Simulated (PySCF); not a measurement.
Compound: C7H8F (doublet state).
Geometry (GFN2-xTB, Å), atoms numbered from 1 in this order:
```
atom  x, y, z in Å
F1     0.0173   -2.2661   -0.7068
C2     0.3749   -1.1920    0.0703
C3     0.9907   -0.0155   -0.7030
C4     1.3241    0.9054    0.4787
C5    -0.1875    1.0411    0.5991
C6    -0.3106    0.8067   -0.9070
C7    -1.5383   -0.0587   -0.7619
C8    -0.8314   -0.3865    0.5725
H9     1.0261   -1.5992    0.8509
H10    1.6959   -0.2392   -1.4940
H11    1.7832    1.8419    0.1728
H12    1.8762    0.4707    1.3114
H13   -0.6813    1.8140    1.1732
H14   -1.6990   -0.8723   -1.4627
H15   -2.4445    0.5233   -0.6213
H16   -1.4035   -0.7647    1.4164
```

The hyperfine couplings belong to this conformer and change with its torsions.

Identity: `F[C@@H]1[C@@H]2C[C]3[C@H]1C[C@@H]32` [radical].

Theory: PySCF 2.14.0, UKS B3LYP, pcH-1 on C F H, non-relativistic, mean-field spin-orbit, GIAO. Isolated species at its GFN2-xTB geometry, gas phase. A GFN2-xTB geometry isn't a minimum of the functional, and hyperfine couplings can be far from their values at a DFT geometry. No stability test was run, so a lower SCF solution isn't excluded.

Task: Break the g tensor into its mass correction, gauge correction and orbital-Zeeman/spin–orbit terms.

Result: 
```csv
Δg (ppm),1,2,3
relativistic mass correction,-160,-160,-160
gauge correction,12,13,28
orbital Zeeman/spin–orbit,20,665,882
total,-128,519,751
```

So g = 2.00219, 2.00284, 2.00307 and g_iso = 2.00270; the tensor is rhombic: the two nearest values differ by 26 % of g3 − g1. 

Task: Average each term over the three axes. Which is largest in size?

Result: The orbital-Zeeman/spin–orbit term 522, the mass correction -160 and the gauge correction 18 ppm, for a total of 381 ppm. The orbital-Zeeman/spin–orbit term is the largest in size. The mass correction is the same along every axis, so the anisotropy comes from the other two: their spans along these axes are 16 (gauge) and 862 ppm (orbital Zeeman/spin–orbit).

Task: What effective moment and Curie constant follow for a powder?

Result: With the mean of g² = 4.0108 and S(S+1) = 0.75: μ_eff = √(⟨g²⟩S(S+1)) = 1.734 μB and χT = 0.12505·⟨g²⟩·S(S+1) = 0.376 cm³ K/mol (cgs; spin-Hamiltonian part alone).

Task: At 33.978 GHz, how far is the centre of the isotropic spectrum from where a free electron (g = 2.002319) resonates?

Result: B = hν/(g μB) with μB/h = 13.99624 MHz/mT gives 1212.42 mT for the free electron and 1212.19 mT at g_iso, 0.23 mT lower.

Task: In a frozen sample, at which fields do the three g values resonate at 9.5, 34, 94 and 263 GHz (hyperfine left aside), and which band first spreads them over more than twice a line width of 0.5 mT?

Result: 
```json
{"band": "X", "GHz": "9.5", "B(g3) mT": "338.86", "B(g2) mT": "338.90", "B(g1) mT": "339.01", "spread mT": "0.15"}
{"band": "Q", "GHz": "34.0", "B(g3) mT": "1212.75", "B(g2) mT": "1212.89", "B(g1) mT": "1213.28", "spread mT": "0.53"}
{"band": "W", "GHz": "94.0", "B(g3) mT": "3352.90", "B(g2) mT": "3353.29", "B(g1) mT": "3354.37", "spread mT": "1.47"}
{"band": "J", "GHz": "263.0", "B(g3) mT": "9380.98", "B(g2) mT": "9382.06", "B(g1) mT": "9385.09", "spread mT": "4.12"}
```

The spread grows in proportion to the frequency. W band is the first where it exceeds 1.0 mT.

The largest Mulliken spin population is on C6 (+0.88). The angles at C6 add up to 288.2°, so it is pyramidal.

The HOMO–LUMO gaps are 7.14 eV among the α and 5.96 eV among the β orbitals.

The run took 71 s wall (grids of density and orbitals included) on one thread of an Arm Neoverse V1, no GPU, shared host, and the process peaked at 1.0 GiB of memory.
